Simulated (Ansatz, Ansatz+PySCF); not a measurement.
```json
{"atom": "C", "x (Å)": "0.0278", "y (Å)": "0.5251", "z (Å)": "-0.3122"}
{"atom": "H", "x (Å)": "-0.0466", "y (Å)": "1.5053", "z (Å)": "0.2106"}
{"atom": "O", "x (Å)": "-0.0151", "y (Å)": "-0.5725", "z (Å)": "0.2627"}
```

Basis set: def2-SVP (spherical functions). Correlated methods keep 2 orbitals frozen. Correlation on ROHF uses semicanonical orbitals with singles. Charge 0, multiplicity 2.

Computed with Ansatz (development build ahead of 0.2.0); each method stands on the lowest determinant of its kind that the runs found. Restricted functionals stand beside restricted open-shell atoms, which can lie above the unrestricted atoms usual in DFT and then raise those values.

The atomization energy at this shape (free ground-state atoms in the same class of orbitals less the molecule, no zero-point energy) of doublet CHO:

```
                        method  atomization energy
          ωB97X (unrestricted)            11.97 eV
 ωB97X (restricted open-shell)            12.08 eV
         r²SCAN (unrestricted)            12.17 eV
r²SCAN (restricted open-shell)            12.29 eV
            PBE (unrestricted)            12.83 eV
   PBE (restricted open-shell)            12.89 eV
           PBE0 (unrestricted)            12.08 eV
  PBE0 (restricted open-shell)            12.14 eV
                      ROHF-MP2            11.84 eV
                       UHF-MP2            11.67 eV
                           UHF             7.67 eV
                          ROHF             7.77 eV
```

(1) What does ROHF-CCSD(T) give?

## Answers

(1) 11.39 eV. Caution for UHF-MP2: MP2 forces lie far from those of the mean fields.
